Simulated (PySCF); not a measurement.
B(H)(NHMe)(OMe) (C2H8BNO), SMILES COBNC. Atoms are numbered in the order given.

```xyz
13

B      0.8090     0.0090     0.0000
H      1.9491    -0.4196     0.0000
N     -0.2806    -0.8922     0.0000
C     -0.1833    -2.3374     0.0000
H     -1.2397    -0.5374     0.0000
H     -0.6572    -2.7953    -0.8971
H     -0.6572    -2.7953     0.8971
H      0.8839    -2.6315     0.0000
O      0.6639     1.3791     0.0000
C     -0.6116     1.9802     0.0000
H     -1.2069     1.7040     0.9021
H     -0.4872     3.0818     0.0000
H     -1.2069     1.7040    -0.9021
```
Charge 0, spin multiplicity 1.

The structure is a stationary point at PBE-D3(BJ)/def2-SVP. The structure was generated by enumeration, and PubChem lists no compound with its InChIKey, so it may never have been made. Other conformers were not sampled.

These are PBE0/pcSseg-1 run with PySCF values and carry that method's errors.

GIAO shieldings, no solvent; atoms alike by connectivity are averaged. δ = σ(ref) − σ: ¹¹B against BF3 (σ = 88.8 ppm); ¹H against TMS (σ = 31.56 ppm); ¹⁵N against NH3 (σ = 267.4 ppm); ¹³C against TMS (σ = 186.3 ppm); ¹⁷O against H2O (σ = 334.2 ppm), references at their B3LYP-D3(BJ)/def2-TZVP geometries, non-relativistic.

| nucleus | atoms | count | δ (ppm) |
|---|---|---|---|
| ¹¹B | B1 | 1 | 15.6 |
| ¹H | H2 | 1 | 4.62 |
| ¹H | H11, H12, H13 | 3 | 3.94 |
| ¹H | H6, H7, H8 | 3 | 3.33 |
| ¹H | H5 | 1 | 2.94 |
| ¹⁵N | N3 | 1 | 91.6 |
| ¹³C | C10 | 1 | 54.8 |
| ¹³C | C4 | 1 | 36.6 |
| ¹⁷O | O9 | 1 | 94.3 |
